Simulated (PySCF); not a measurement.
C3H9Ga, SMILES C[CH](C)[GaH2].

The structure is a stationary point at PBE-D3(BJ)/def2-SVP. The structure was generated by enumeration; whether it is a known compound was not checked.

Method: PySCF with PBE-D3(BJ)/def2-SVP.

Frequencies are harmonic and unscaled.

```
mode  ν (cm⁻¹)  IR (km/mol)  moving atoms (share of kinetic energy)
----  --------  -----------  --------------------------------------
1           47          0.0                                  H 95 %
2          183          1.9                 H 60 %, C 30 %, Ga 10 %
3          189          1.0                          C 54 %, H 41 %
4          230          0.0                                  H 98 %
5          259          0.9                 H 67 %, C 21 %, Ga 12 %
6          334          3.1                          C 51 %, H 46 %
7          451         47.0                          H 82 %, C 10 %
8          474         15.3                 C 51 %, H 36 %, Ga 13 %
9          582         83.6                          H 77 %, C 16 %
10         724        184.5                                  H 98 %
11         879          4.3                          C 60 %, H 40 %
12         887          2.8                          H 88 %, C 12 %
13         945         11.7                          H 87 %, C 13 %
14         949          0.2                          H 74 %, C 26 %
15        1094          4.9                          C 67 %, H 33 %
16        1137          1.3                          C 53 %, H 47 %
17        1174          3.5                          H 61 %, C 38 %
18        1260          0.2                          H 72 %, C 28 %
19        1336          0.8                          H 79 %, C 21 %
20        1353          2.6                          H 80 %, C 20 %
21        1404          0.1                                  H 97 %
22        1421          7.4                                  H 96 %
23        1422          9.7                                  H 96 %
24        1431          3.3                                  H 97 %
25        1864        166.2                                  H 99 %
26        1876        263.9                                  H 98 %
27        2908         22.9                                  H 93 %
28        2941         32.3                                  H 97 %
29        2942         61.6                                  H 97 %
30        3016         50.3                           H 91 %, C 9 %
31        3016          1.3                           H 91 %, C 9 %
32        3048         12.2                           H 91 %, C 9 %
33        3048         26.7                           H 91 %, C 9 %
```
